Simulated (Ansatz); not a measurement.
`O[Si]([SiH3])([SiH3])Cl` + H–F → `O[Si](F)([SiH3])Cl` + SiH₄ at 700 K and 1 bar (cleavage of the Si–Si bond).

Gas-phase electronic energies from Ansatz, PBE0-D4/def2-TZVP geometries. CCSD(T)/CBS adds triple-zeta CCSD(T) − MP2 to the extrapolated MP2 energy (def2 sets, frozen cores). This one scheme is used for every species. Each species was taken in one conformer, which may not be the lowest.

```tsv
species	CCSD(T)/CBS energy (Eh)	H − E (kJ/mol)	S (J/(mol·K))
`O[Si]([SiH3])([SiH3])Cl`	-1406.48895	278.5	572.0
H–F	-100.39570	45.2	198.5
`O[Si](F)([SiH3])Cl`	-1215.48049	198.8	494.1
SiH₄	-291.46306	115.5	252.9
```

H − E and S are ideal-gas, rigid-rotor, harmonic terms from PBE0-D4/def2-TZVP, for one conformer and one mirror image of each species. 1 Eh = 2625.50 kJ/mol, R = 8.31446 J/(mol·K).

**Question.** By hand: ΔE, ΔH, ΔS and ΔG.

**Answer.** ΔE = (-1215.48049) + (-291.46306) − (-1406.48895) − (-100.39570) = -0.05890 Eh = -154.6 kJ/mol. Δ(H − E) = 198.8 + 115.5 − 278.5 − 45.2 = -9.4, so ΔH = -164.0 kJ/mol. ΔS = 494.1 + 252.9 − 572.0 − 198.5 = -23.5 J/(mol·K). ΔG = -164.0 − 700 × (-23.5)/1000 = -147.6 kJ/mol.

**Question.** By hand: the equilibrium constant, and the temperature at which ΔG would vanish if ΔH and ΔS stayed fixed.

**Answer.** log₁₀ K = −ΔG/(RT ln 10) = 11.0. ΔG = 0 at ΔH/ΔS = 6979 K, far beyond where these terms or the molecules hold.

ΔH outweighs TΔS. A doubt of 5 kJ/mol in ΔE shifts log₁₀ K by 0.4 here. Other conformers and mirror images would add mixing entropy, several J/(mol·K) or more a flexible species. These are equilibria of isolated gas molecules and say nothing of rates. Largest T1 diagnostic: 0.013 (customary marks: 0.02 for closed shells, 0.045 for open ones).
